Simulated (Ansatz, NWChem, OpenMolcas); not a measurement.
# Abstraction of Cl: GaH(CH3)Cl + GeH3 → GaH(CH3) + GeH3Cl

Species: GaH(CH3)Cl, singlet; GeH3 `[GeH3]`, doublet; GaH(CH3), doublet; GeH3Cl (chlorogermane) `[Cl][GeH3]`, singlet. A radical takes Cl: the energy is the difference in strength between the Ga–Cl bond broken and the Ge–Cl bond made.

Shapes, held fixed at every level: PBE0-D4/def2-TZVP. Programs: Ansatz 0.2.0, NWChem 7.3.0, OpenMolcas 26.06. A level may come from different programs for different species; with the same settings they agree closely. Electronic energies: no zero-point or thermal term.

```csv
level,kind,ΔE (kJ/mol)
HF/STO-3G,Hartree–Fock,-303.9
HF/3-21G,Hartree–Fock,+87.5
HF/def2-SVP,Hartree–Fock,+58.6
B3LYP/6-31G* (spherical functions),global hybrid,+46.5
PBE0/def2-SVP,global hybrid,+54.4
```

PBE0/def2-SVP gives ΔE = +54.4 kJ/mol; the levels span -303.9 to +87.5. They disagree on the sign: 4 of 5 are positive. The median of the levels is +54.4. No measured value is set beside it here. Spin contamination: GaH(CH3) (⟨S²⟩ up to 1.33). Open shells run unrestricted unless RO is named. Relativity is left out for Ga, Ge unless named. Rows in sets without polarisation functions are far from converged.
